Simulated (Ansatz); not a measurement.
# Four-centre ligand exchange

Start structure (BSiH6O2F, singlet), relaxed at PBE0-D4/def2-TZVP:

```
11
angstrom
B -0.1955 1.9802 -0.1872
F 0.0775 3.2840 -0.2274
O -1.0839 1.4864 -1.0748
O 0.4161 1.1800 0.7318
H 1.2958 -1.4274 -0.7215
Si 0.2077 -2.0198 0.0922
H -1.2172 0.5394 -0.9705
H 1.0262 1.6554 1.3000
H 0.0683 -3.4604 -0.2422
H -1.0811 -1.3506 -0.2394
H 0.4860 -1.8672 1.5390
```

The step: BH₂O₂F ([OH][B]([OH])[F]) + SiH₄ → BSiH₅O₂ ([OH][B]([OH])[SiH3]) + HF; bonds formed: B1–Si6, F2–H5; bonds broken: B1–F2, H5–Si6. Computed with Ansatz 0.2.0 (basis: def2-TZVPP and def2-QZVPP); correlated methods freeze the cores. Extrapolation: Hartree–Fock as exp(−7.88 √X), correlation as X^−2.97. Energies below are by CCSD(T) at an estimated basis limit (MP2 extrapolated from triple and quadruple zeta, plus CCSD(T) − MP2 in triple zeta).

(1) What are the electronic barrier and the energy of the step, from the start structure to the end structure? (To be estimated.)

No T1 diagnostic of these runs exceeds 0.014.

Results:

(1) Computed: Barrier 306.0 kJ/mol; step energy 145.5 kJ/mol (uphill); reverse barrier, their difference, 160.5 kJ/mol. Barrier and step energy count from the start structure, the reverse barrier from the end structure.

The saddle point: One imaginary mode of 1099i cm⁻¹.
```
  pair  start (Å)  saddle (Å)  end (Å)
B1–Si6       4.03        2.24     2.04
 F2–H5       4.89        1.14     0.94
 B1–F2       1.33        1.74     3.40
H5–Si6       1.48        1.87     2.70
```

Zero-point energy (harmonic, PBE0-D4): ZPE is 182.4 kJ/mol at the start and 173.6 kJ/mol at the saddle, so the barrier goes from 306.0 to 297.1 kJ/mol.

Labels in which every atom is bracketed show which atoms are joined, not bond orders.

For scale, one of the runs: CCSD(T)/def2-TZVPP, 250 basis functions, launched by `ansatz run in.yaml --threads 8 --pin off --events-out ev --progress --plain --max-ram 19148MiB`. Hardware: 8 CPU threads of an Arm Neoverse V1, shared host. Wall time 81 s; peak host memory 5.6 GiB.
